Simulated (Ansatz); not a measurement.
Mulliken charges of `[O]=[Mo]([OH])([OH])([OH])[OH]` from PBE/def2-TZVPP in Ansatz (PBE0-D4/def2-TZVP geometry).

```tsv
atom	x (Å)	y (Å)	z (Å)	charge (e)
O1	0.175	-0.434	2.072	-0.450
Mo2	0.037	-0.106	0.451	1.323
O3	1.426	-1.181	-0.217	-0.393
O4	-1.191	-1.232	-0.484	-0.459
O5	-1.388	1.119	0.490	-0.391
O6	1.137	1.330	-0.179	-0.461
H7	1.780	-1.073	-1.104	0.216
H8	-0.851	-2.099	-0.723	0.201
H9	-1.840	1.417	-0.305	0.213
H10	0.797	2.210	0.003	0.199
```

Task: By hand: the dipole of these point charges (1 e Å = 4.8032 D).

Result: Σ q r = (-0.045, 0.122, -0.586) e Å, of length 0.600 e Å = 2.88 D.

Task: How does the dipole of the full density compare? (Best estimate.)

Result: The calculation gave: (-0.056, 0.150, -0.685) e Å, 3.38 D; the point charges give 0.85 times that, at 1° from its direction.

Point charges leave out the atoms' own dipoles, such as those of lone pairs, and Mulliken's split depends on the basis, so the close match here is no proof of good charges.
